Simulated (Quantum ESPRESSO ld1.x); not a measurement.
Task: Radial electron density D(r) = 4 pi r^2 rho(r) of an atom or ion with 17 electrons. Calculated with ld1.x of Quantum ESPRESSO 7.5: non-relativistic Kohn-Sham, LDA (Slater exchange, Perdew-Zunger correlation), spin-polarised, spherical densities, point nucleus.

```
   r/bohr * D(r) (the largest magnitude, 29.4, reaches the edge; | marks zero)
 0.002182 |*
 0.002752 |*
  0.00347 | *
 0.004377 |  *
 0.005519 |    *
 0.006961 |      *
 0.008778 |         *
  0.01107 |             *
  0.01396 |                   *
  0.01761 |                          *
   0.0222 |                                 *
  0.02823 |                                         *
   0.0356 |                                               *
  0.04489 |                                                  *
  0.05661 |                                                 *
   0.0714 |                                            *
  0.09004 |                                       *
   0.1136 |                                      *
   0.1432 |                                            *
   0.1806 |                                                    *
   0.2278 |                                                      *
   0.2872 |                                             *
   0.3622 |                             *
   0.4568 |                 *
   0.5761 |              *
   0.7265 |                 *
   0.9162 |               *
    1.155 |         *
    1.457 |   *
    1.838 |*
    2.318 *
    2.923 *
```

What is the nuclear charge?

Result: Z = 23. The innermost maximum, from 1s, lies near 1/Z = 0.0435 bohr (found: 0.0467), and its height grows with Z. The density is that of the vanadium ion V6+ in [Ne] 3s2 3p5; the configuration itself is not fixed sharply by these data, and Z only to about a unit. D(r) has 3 maxima, at r = 0.0467, 0.215, 0.781 bohr, and minima at 0.104, 0.545 bohr, inside which lie 2.13, 10.41 electrons.
